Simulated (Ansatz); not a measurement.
```yaml
crystal:
  periodic: [false, false, false]
  atoms:
    - {symbol: C, position_ang: [-1.119831, 0.378915, -0.678066]}
    - {symbol: Si, position_ang: [0.037481, -0.936555, 0.005350]}
    - {symbol: C, position_ang: [1.080422, 0.455401, 0.720628]}
    - {symbol: S, position_ang: [0.202012, 1.616478, -0.393078]}
    - {symbol: H, position_ang: [-1.391391, 0.304034, -1.730270]}
    - {symbol: H, position_ang: [-2.008383, 0.597293, -0.083956]}
    - {symbol: H, position_ang: [0.753182, -1.653582, -1.081277]}
    - {symbol: H, position_ang: [-0.529389, -1.939338, 0.951903]}
    - {symbol: H, position_ang: [2.150972, 0.427181, 0.521602]}
    - {symbol: H, position_ang: [0.908126, 0.698673, 1.770063]}
basis:
  gaussian: {orbitals: cc-pVDZ}
magnetization: {spin_polarized: true, initial_magnetization: 6}
hamiltonian: {xc: {name: wB97M-V}}
```

```sh
$ ansatz run in.yaml --threads 2 --pin off --events-out ev --progress --plain --max-ram 4352MiB
```

Shortened log:

```
Functional definition: wB97M-V
897 factors; integrals over basis functions are off by at most 1.2e-3 eV
312 factors; integrals over basis functions are off by at most 6.5e-6 eV
mean field evaluation 1: about -20854.5021 eV, gradient 3.2e1 eV
mean field evaluation 2: about -20854.8419 eV, gradient 3.2e1 eV
mean field evaluation 4: about -20860.8515 eV, gradient 2.4e0 eV
mean field evaluation 8: about -20861.4228 eV, gradient 6.1e-1 eV
mean field evaluation 16: about -20861.4701 eV, gradient 4.5e-2 eV
mean field evaluation 32: about -20861.4717 eV, gradient 6.2e-3 eV
mean field evaluation 64: about -20862.1143 eV, gradient 1.2e-1 eV
mean field -20862.12572493 eV, -766.6689795344 hartree, gradient 9.4e-6 eV, S^2 12.007187; 12 other end points of the search recorded, 0 dependent functions left out
reference -20862.12576572 eV, -766.6689810334 hartree; 27, 21 occupied and 67, 73 virtual orbitals, 897 factors
Total energy: -20862.12576572 eV, -766.6689810334 hartree
```

In this input the spin is set far too high for this molecule. The calculation finished and met its thresholds. The result belongs to that input, not to the molecule as meant.
